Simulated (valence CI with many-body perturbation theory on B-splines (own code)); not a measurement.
Fe¹¹⁺: electric-dipole lines

Calculated by relativistic CI+MBPT: five valence electrons over a frozen Dirac-Fock core [Ne], radial functions for each j: 11 s, 11 p, 10 d, 8 f, 5 g, 2 h, with the one-electron correlation potential Σ1 (screened to all orders), the two-electron term Σ2, the three-electron term Σ3, Breit, model QED; selected single and double excitations, second order for the rest, scaled by the run's own slope (own B-spline code, finite nucleus).

No measured spectrum was set against this ion. As an estimate, levels of excited configurations hold to 0.05 to 0.15 % of their energy, terms of the ground configuration to about 0.5 %. Among the levels kept, up to 3200 cm⁻¹ of a level comes from second order outside the variational space, and about a tenth of that is noise between levels of different J, which matters for small intervals.

Lines 101 to 150 of 574 in falling wavelength, among levels below 1068100 cm⁻¹, chosen from the strongest by gf and those to the six lowest levels. Wavelengths and rates use the calculated energies, so an error of 200 cm⁻¹ moves a line at 290.4 Å by 0.058 % and its rate by three times that or more. Electric multipoles are in the length gauge with retardation, E1 and E2 with the static RPA response of the core. Weak lines are less certain than strong ones. Lines between different terms over intervals too small for the method are left out, as are lines whose strength nearly cancels. Where a level lies close to another of its J and parity, the split of strength between their lines is uncertain. The highest levels of a list are the least certain.

Names give the largest LS component (configuration and term), which can be under half, so a name can repeat, a term be missing and a line seem to break the LS rules; names also repeat where a configuration has a term twice. Letters in brackets count levels of one name in rising energy.

```
λ vac (Å)                 Upper                Lower   A (s⁻¹)  S (a.u.) with core polarisation  S without
    290.4   3s3p³3d ⁴D°_7/2 [d]      3s²3p²3d ⁴P_5/2  8.41e+09                         8.14e-01   8.42e-01
    290.3   3s3p³3d ²F°_7/2 [a]  3s²3p²3d ²F_7/2 [a]  1.81e+09                         1.75e-01   1.81e-01
    290.2   3s3p³3d ²D°_3/2 [c]      3s²3p²3d ⁴P_3/2  2.51e+09                         1.21e-01   1.25e-01
    290.0   3s3p³3d ²D°_5/2 [b]      3s²3p²3d ⁴D_7/2  1.85e+09                         1.33e-01   1.38e-01
    289.6   3s3p³3d ²F°_5/2 [d]  3s²3p²3d ²D_5/2 [b]  1.98e+09                         1.42e-01   1.47e-01
    289.2   3s3p³3d ²P°_3/2 [c]  3s²3p²3d ²D_5/2 [b]  4.19e+09                         2.00e-01   2.07e-01
    287.4   3s3p³3d ⁴F°_5/2 [b]      3s²3p²3d ⁴F_5/2  1.37e+09                         9.65e-02   9.98e-02
    287.3   3s²3p²3d ²P_3/2 [a]       3s²3p³ ²D°_3/2  8.51e+08                         3.99e-02   4.14e-02
    286.2   3s3p³3d ²F°_5/2 [a]  3s²3p²3d ²F_5/2 [a]  3.18e+09                         2.20e-01   2.28e-01
    285.9       3s²3p²3d ⁴F_5/2       3s²3p³ ²P°_3/2  9.61e+06                         6.65e-04   6.86e-04
    284.1       3s3p³3d ⁶D°_3/2         3s3p⁴ ⁴P_5/2  1.74e+07                         7.90e-04   8.13e-04
    283.8       3s3p³3d ⁶D°_5/2         3s3p⁴ ⁴P_5/2  2.09e+07                         1.41e-03   1.45e-03
    283.7       3s²3p²3d ⁴F_3/2       3s²3p³ ²P°_1/2  1.73e+07                         7.81e-04   8.04e-04
    283.5          3s3p⁴ ²P_1/2       3s²3p³ ²D°_3/2  7.17e+09                         1.61e-01   1.67e-01
    280.3  3s²3p3d² ²P°_1/2 [a]  3s²3p²3d ²D_3/2 [b]  7.37e+09                         1.60e-01   1.66e-01
    278.0   3s3p³3d ²D°_5/2 [b]  3s²3p²3d ²F_7/2 [a]  3.18e+09                         2.02e-01   2.09e-01
    277.2   3s3p³3d ²G°_7/2 [b]      3s²3p²3d ⁴D_7/2  2.86e+09                         2.41e-01   2.49e-01
    276.4           3p⁵ ²P°_3/2         3s3p⁴ ⁴P_5/2  9.36e+07                         3.90e-03   4.04e-03
    275.1   3s3p³3d ²P°_3/2 [c]  3s²3p²3d ²D_5/2 [a]  5.06e+09                         2.08e-01   2.15e-01
    274.5   3s3p³3d ²F°_7/2 [d]  3s²3p²3d ²D_5/2 [a]  8.73e+09                         7.12e-01   7.37e-01
    273.7   3s3p³3d ²P°_3/2 [d]      3s²3p²3d ²S_1/2  2.87e+09                         1.16e-01   1.20e-01
    273.7  3s²3p3d² ²F°_5/2 [a]  3s²3p²3d ²F_5/2 [b]  3.43e+09                         2.08e-01   2.16e-01
    272.9   3s3p³3d ⁴D°_7/2 [c]      3s²3p²3d ⁴F_9/2  3.41e+09                         2.73e-01   2.83e-01
    272.8       3s²3p²3d ⁴D_1/2       3s²3p³ ²P°_3/2  1.56e+08                         3.12e-03   3.23e-03
    272.8   3s3p³3d ²P°_1/2 [c]      3s²3p²3d ²S_1/2  7.58e+09                         1.52e-01   1.57e-01
    272.7   3s3p³3d ²D°_3/2 [b]  3s²3p²3d ²F_5/2 [a]  2.55e+09                         1.02e-01   1.06e-01
    272.3   3s3p³3d ²D°_5/2 [d]  3s²3p²3d ²D_3/2 [a]  2.13e+09                         1.27e-01   1.32e-01
    272.2   3s3p³3d ²P°_3/2 [d]  3s²3p²3d ²P_3/2 [c]  5.97e+09                         2.38e-01   2.46e-01
    272.0       3s²3p²3d ⁴D_3/2       3s²3p³ ²P°_3/2  2.53e+07                         1.01e-03   1.04e-03
    271.7   3s3p³3d ²G°_9/2 [b]      3s²3p²3d ⁴D_7/2  4.72e+09                         4.68e-01   4.83e-01
    271.6   3s3p³3d ²P°_3/2 [d]  3s²3p²3d ²F_5/2 [b]  2.85e+09                         1.13e-01   1.17e-01
    271.1          3s3p⁴ ²S_1/2       3s²3p³ ²D°_3/2  3.53e+08                         6.94e-03   7.19e-03
    270.2   3s3p³3d ²G°_7/2 [b]      3s²3p²3d ⁴D_5/2  1.15e+09                         8.93e-02   9.22e-02
    270.1  3s²3p3d² ²F°_7/2 [a]  3s²3p²3d ²F_7/2 [b]  3.54e+09                         2.75e-01   2.84e-01
    268.2       3s²3p²3d ⁴D_1/2       3s²3p³ ²P°_1/2  3.18e+07                         6.05e-04   6.28e-04
    267.7          3p⁴3d ⁴F_9/2  3s3p³3d ⁴D°_7/2 [a]  3.05e+09                         2.88e-01   2.98e-01
    267.4   3s3p³3d ²F°_5/2 [d]  3s²3p²3d ²D_3/2 [a]  4.81e+09                         2.73e-01   2.82e-01
    266.5   3s3p³3d ²P°_3/2 [d]  3s²3p²3d ²P_1/2 [b]  4.03e+09                         1.51e-01   1.56e-01
    266.2   3s3p³3d ²G°_7/2 [b]  3s²3p²3d ²F_7/2 [a]  3.61e+09                         2.69e-01   2.78e-01
    266.0   3s3p³3d ²F°_5/2 [c]      3s²3p²3d ²G_7/2  3.16e+09                         1.76e-01   1.82e-01
    265.8   3s3p³3d ²P°_3/2 [b]  3s²3p²3d ²P_3/2 [b]  2.98e+09                         1.10e-01   1.14e-01
    265.6  3s²3p3d² ⁴P°_5/2 [a]  3s²3p²3d ²F_7/2 [b]  1.93e+09                         1.07e-01   1.11e-01
    265.3   3s3p³3d ⁴D°_5/2 [b]      3s²3p²3d ⁴F_7/2  3.43e+09                         1.90e-01   1.96e-01
    264.8   3s3p³3d ²F°_7/2 [c]      3s²3p²3d ²G_9/2  2.07e+09                         1.52e-01   1.57e-01
    263.5          3p⁴3d ⁴F_7/2  3s3p³3d ⁴D°_5/2 [a]  3.30e+09                         2.38e-01   2.46e-01
    263.2  3s²3p3d² ⁴P°_5/2 [b]  3s²3p²3d ²F_7/2 [b]  4.28e+09                         2.31e-01   2.39e-01
    263.2   3s3p³3d ²D°_5/2 [e]  3s²3p²3d ²D_5/2 [c]  8.08e+09                         4.36e-01   4.51e-01
    263.2   3s3p³3d ²G°_7/2 [b]  3s²3p²3d ²F_5/2 [a]  2.84e+09                         2.05e-01   2.11e-01
    263.1  3s²3p3d² ⁴P°_5/2 [a]  3s²3p²3d ²P_3/2 [c]  2.38e+09                         1.28e-01   1.33e-01
    262.5   3s3p³3d ²D°_3/2 [f]  3s²3p²3d ²D_3/2 [c]  9.83e+09                         3.51e-01   3.63e-01
```
